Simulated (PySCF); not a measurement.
Broadened absorption spectrum of C6H8O4

Compound: C6H8O4.
SMILES: `COC(=O)C(=O)OC1CC1`

The calculation used PySCF, TDDFT CAM-B3LYP/def2-SVPD, vertical, gas phase, core orbitals frozen in the response. Isolated species at its PBE0-D3(BJ)/def2-SVP geometry (one conformer only). Torsions of this conformer, `[CH3:1][O:2][C:3](=[O:4])[C:5](=[O:6])[O:7][CH:8]1[CH2:9][CH2:10]1`: C1–O2–C3–O4 0°, O2–C3–C5–O6 -2°, C3–C5–O7–C8 179°, C5–O7–C8–C9 -130°.

Each state is given a Gaussian of 0.25 eV full width at half maximum, with ε(max) = 2.175×10⁸ f / Δν̃ (Δν̃ the width in cm⁻¹). The cross-section is σ = 3.8235×10⁻²¹ ε cm², given in Mb (10⁻¹⁸ cm²). The width is an assumption, not a result. The curve ends short of the highest state used, and states not computed would add to its high-energy end.

(E (eV), σ (Mb)): (4.07, 0.00), (4.16, 0.00), (4.24, 0.01), (4.33, 0.05), (4.42, 0.08), (4.50, 0.08), (4.59, 0.04), (4.67, 0.01), (4.76, 0.00), (4.84, 0.00), (4.93, 0.00), (5.01, 0.00), (5.10, 0.00), (5.18, 0.00), (5.27, 0.00), (5.35, 0.00), (5.44, 0.00), (5.52, 0.00), (5.61, 0.01), (5.69, 0.09), (5.78, 0.48), (5.86, 1.59), (5.95, 6.53), (6.04, 22.73), (6.12, 42.90), (6.21, 45.65), (6.29, 26.50), (6.38, 7.30), (6.46, 1.27), (6.55, 0.10), (6.63, 0.15), (6.72, 1.84), (6.80, 9.39), (6.89, 29.84), (6.97, 45.65), (7.06, 37.48), (7.14, 17.52), (7.23, 4.24), (7.31, 0.99), (7.40, 0.28), (7.49, 0.27), (7.57, 0.37), (7.66, 0.36), (7.74, 0.46)

Question: Where are the band maxima, and which computed states make them?

Answer: 279 nm (4.45 eV), ε about 23, made up of S1 (100%); 201 nm (6.17 eV), ε about 13000, made up of S3 (100%); 177 nm (6.99 eV), ε about 12000, made up of S4 (100%); 163 nm (7.60 eV), ε about 99, made up of S6 (94%) (hardly more than a shoulder) (ε in L mol⁻¹ cm⁻¹; maxima over ε = 5, shares over 10%). At its high-energy end, 7.74 eV, the curve is still rising (ε about 120, from S6 and S7). The states used: S1 4.45 eV (f 0.0002); S2 5.94 eV (f 0.0031); S3 6.17 eV (f 0.117); S4 6.99 eV (f 0.113); S5 7.23 eV (f 0.0016); S6 7.59 eV (f 0.0009); S7 7.89 eV (f 0.0022); S8 8.05 eV (f 0.0016); S9 8.15 eV (f 0.032); S10 8.34 eV (f 0.119).

Question: On this curve, what absorbance would a 10⁻³ mol/L sample give at 222 nm over a 1 cm path?

Answer: 222 nm is 5.585 eV, where ε is about 1.4 L mol⁻¹ cm⁻¹, so A = ε c l ≈ 0.0014 (Beer–Lambert, with the gas-phase spectrum and the assumed width).

Question: Coming from long wavelengths, where does ε first pass 100 L mol⁻¹ cm⁻¹?

Answer: At about 215 nm (5.77 eV), 1.32 eV above S1.

Question: What would ε be at 6.17 eV, the highest of these maxima, with half the width (0.125 eV)?

Answer: About 25300 L mol⁻¹ cm⁻¹ against 12700, a factor of about 1.99; a lone state at its own centre would give exactly 2.

The vertical ionisation energy (ΔSCF) is 10.26 eV, 1.92 eV above S10.
